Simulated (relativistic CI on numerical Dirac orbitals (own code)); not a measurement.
# Inner-shell lines of Au⁷⁵⁺

Method of calculation: Dirac-Coulomb-Breit CI, orbitals from a KLI potential per configuration, model QED (radiative potential, 1s self-energy scaled to tabulated hydrogen-like ionisation energies), valence Slater integrals scaled by 0.9 (own radial code, finite nucleus).

Configurations in the expansion: 1s²2s², 1s2s²2p, 1s2s²3p, 1s²2s2p, 1s2s2p², 1s2s2p3p. Levels of other configurations are missing.

The table holds the strongest lines. The upper levels have an inner-shell vacancy. Auger decay, open to those above the ionisation limit, is not computed, and radiative decays to configurations outside the model are missing too. Absolute energies can be off by a few tenths of a per cent, and at this charge the scaling can make term splittings too narrow, so close lines can change order. LS names give the leading component, which can be well under half, for lower levels too. Brackets number the levels in order of energy.

| E (eV) | Upper | Lower | A (s⁻¹) | gA (s⁻¹) |
| --- | --- | --- | --- | --- |
| 67879.8 | 1s2s2p² ⁵P1 [8] | 1s²2s2p ³P°1 [3] | 1.54e+16 | 4.61e+16 |
| 67906.1 | 1s2s2p² ⁵P2 [12] | 1s²2s2p ³P°2 [4] | 9.09e+15 | 4.55e+16 |
| 67913.7 | 1s2s2p² ³D3 [13] | 1s²2s2p ³P°2 [4] | 1.56e+16 | 1.09e+17 |
| 67914.1 | 1s2s2p² ³D2 [15] | 1s²2s2p ¹P°1 [5] | 9.78e+15 | 4.89e+16 |
| 67942.1 | 1s2s²2p ³P°1 [6] | 1s²2s² ¹S0 [1] | 1.61e+16 | 4.83e+16 |
| 67958.1 | 1s2s2p² ³D1 [17] | 1s²2s2p ¹P°1 [5] | 1.32e+16 | 3.95e+16 |
| 67979.7 | 1s2s2p² ³P1 [14] | 1s²2s2p ³P°2 [4] | 1.10e+16 | 3.29e+16 |
| 68048.4 | 1s2s2p² ¹D2 [18] | 1s²2s2p ¹P°1 [5] | 5.92e+15 | 2.96e+16 |
| 69947.2 | 1s2s2p² ³P1 [14] | 1s²2s2p ³P°1 [3] | 1.05e+16 | 3.15e+16 |
| 69970.9 | 1s2s2p² ³D2 [15] | 1s²2s2p ³P°1 [3] | 1.78e+16 | 8.88e+16 |
| 69979.1 | 1s2s2p² ³P1 [14] | 1s²2s2p ³P°0 [2] | 1.56e+16 | 4.67e+16 |
| 69980.2 | 1s2s2p² ⁵P3 [20] | 1s²2s2p ³P°2 [4] | 7.68e+15 | 5.38e+16 |
| 70014.9 | 1s2s2p² ³D1 [17] | 1s²2s2p ³P°1 [3] | 1.32e+16 | 3.96e+16 |
| 70046.8 | 1s2s2p² ³D1 [17] | 1s²2s2p ³P°0 [2] | 1.25e+16 | 3.74e+16 |
| 70062.6 | 1s2s2p² ¹P1 [23] | 1s²2s2p ¹P°1 [5] | 3.67e+16 | 1.10e+17 |
| 70072.1 | 1s2s²2p ¹P°1 [11] | 1s²2s² ¹S0 [1] | 2.87e+16 | 8.60e+16 |
| 70078.5 | 1s2s2p² ³P2 [21] | 1s²2s2p ³P°2 [4] | 3.41e+16 | 1.71e+17 |
| 70105.1 | 1s2s2p² ¹D2 [18] | 1s²2s2p ³P°1 [3] | 9.28e+15 | 4.64e+16 |
| 70115.8 | 1s2s2p² ³S1 [22] | 1s²2s2p ³P°2 [4] | 1.81e+16 | 5.44e+16 |
| 70124.6 | 1s2s2p² ³P2 [24] | 1s²2s2p ¹P°1 [5] | 9.45e+15 | 4.72e+16 |
